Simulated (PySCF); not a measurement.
## Relaxation of quintet MoHCl

All numbers come from UPBE0/[Mo def2-TZVP with ECP28, H def2-TZVP, Cl def2-TZVP], scalar-relativistic core potentials, density fitting, no spin–orbit coupling, PySCF. A (50,194) grid was used.

A hand-made bent start, of Cs symmetry, held to at least that symmetry:

Coordinates in bohr (charge 0 multiplicity 5):
```
Mo   -0.9384    0.0000   -0.6848
H    -3.5701    0.0000    1.1578
Cl    2.7303    0.0000    1.8840
```

Q: What forces act on the atoms at the start (eV/Å)?

A: 
```tsv
atom	Fx	Fy	Fz
Mo1	1.05	0.00	0.83
H2	-0.03	0.00	-0.06
Cl3	-1.03	0.00	-0.77
```

Q: What does it relax to?

A: It ends at Cs with Mo–Cl 2.261 Å, Mo–H 1.703 Å; Cl–Mo–H 113.4° (after a last refinement on a finer grid). A frequency run shows a minimum.

Q: How much energy is released, and in how many steps?

A: 7.7 kJ/mol in 4 steps.

Other spin states or occupations of the open shell can lie lower.
